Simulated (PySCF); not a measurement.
A geometry optimisation on `[N+]1([C@@H](CCC1)/C=N/[H])(C)C`.

Computed with PBE0-D3(BJ)/def2-SVP geometry optimisation, gas phase (PySCF 2.14.0). Start geometry: GFN2-xTB. The input is one job of a driver script: a line of settings, then coordinates in Å.

Command:
```bash
OMP_NUM_THREADS=1 python probes_run.py task.json out
```

Input:
```
{"job": {"xc": "PBE0", "basis": "def2-SVP", "d3": "d3bj", "grid": 1, "shake": 0.01, "kind": "geom"}, "charge": 1, "multiplicity": 1}
C      1.769390     0.665970    -0.839520
N      0.631480    -0.092400    -0.282740
C      0.856150    -0.280520     1.153970
C      0.513590    -1.406530    -0.945780
C     -0.955740    -1.862780    -0.645130
C     -1.716640    -0.553090    -0.310660
C     -0.677410     0.554940    -0.554710
C     -0.960460     1.839440     0.176330
N     -0.100180     2.432140     0.866980
H      1.604760     0.840700    -1.902050
H      1.778640     1.656250    -0.337580
H      2.693390     0.165300    -0.678430
H      1.792780    -0.788060     1.295950
H      0.906090     0.697720     1.654170
H      0.075030    -0.875720     1.609400
H      0.618160    -1.261760    -2.009080
H      1.235930    -2.095490    -0.582270
H     -0.991690    -2.543570     0.209390
H     -1.386320    -2.375630    -1.489490
H     -2.082500    -0.538780     0.730100
H     -2.601020    -0.424820    -0.954090
H     -0.684260     0.787060    -1.632880
H     -2.000260     2.180530     0.008780
H     -0.383190     3.298660     1.287010
```

Question: Give the output.

Answer: 
```
step   0  E = -384.30550754  max force = 0.050696
step   1  E = -384.31322637  max force = 0.007778
step   2  E = -384.31336051  max force = 0.003991
step   3  E = -384.31318293  max force = 0.006551
step   4  E = -384.31347622  max force = 0.001802
step   5  E = -384.31349803  max force = 0.000311
step   6  E = -384.31350389  max force = 0.000480
step   7  E = -384.31350874  max force = 0.000215
optimisation converged
```

Energies in Eh; «max force» is the largest Cartesian gradient component in Eh/bohr.

Question: How much energy does the optimisation release, in eV?

Answer: E(step 0) − E(last step) = 0.008001 Eh, which is 0.218 eV.

Question: At which steps does the energy rise by more than 1e-5 Eh?

Answer: At step 3 (+0.18 mEh).

Summary of the converged run: final energy -384.31351 Eh after 7 steps.

Question: How long does this job take on AMD EPYC 9R45, one thread, no GPU, on a shared host? And the peak memory of the process?

Answer: About 1.8 min, with 0.87 GiB resident at the peak, the Python interpreter and its libraries included.
Labels such as C1 count atoms from 1, the log's own numbers from 0.
